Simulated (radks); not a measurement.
Results of a calculation; reference values are marked as such.
Task: Mean orbital radii <r> (bohr) of the molybdenum ion Mo3+, [Kr] 4d3, of relativity; Dirac values are averaged over j with weights 2j + 1. Spin-unpolarised spherical Kohn-Sham, PBE, point nucleus unless stated (finite: rms radius 4.4091 fm), a radial shooting solver on a logarithmic mesh with Libxc functionals. A level marked "c x" has the speed of light scaled by that factor and shares open shells by 2j + 1; other Dirac levels either fill j = l - 1/2 first or share by 2j + 1.

| shell | non-rel. |
|---|---|
| 1s | 0.03630 |
| 2s | 0.1587 |
| 2p | 0.1360 |
| 3s | 0.4407 |
| 3p | 0.4356 |
| 3d | 0.4143 |
| 4s | 1.123 |
| 4p | 1.221 |
| 4d | 1.594 |

Give the values at the level "Dirac, c x 3".

Result: 
shell  Dirac, c x 3  change of magnitude (%)
1s          0.03618                    -0.34
2s           0.1581                    -0.37
2p           0.1358                    -0.18
3s           0.4394                    -0.30
3p           0.4350                    -0.14
3d           0.4144                    +0.02
4s            1.120                    -0.26
4p            1.220                    -0.09
4d            1.595                    +0.10
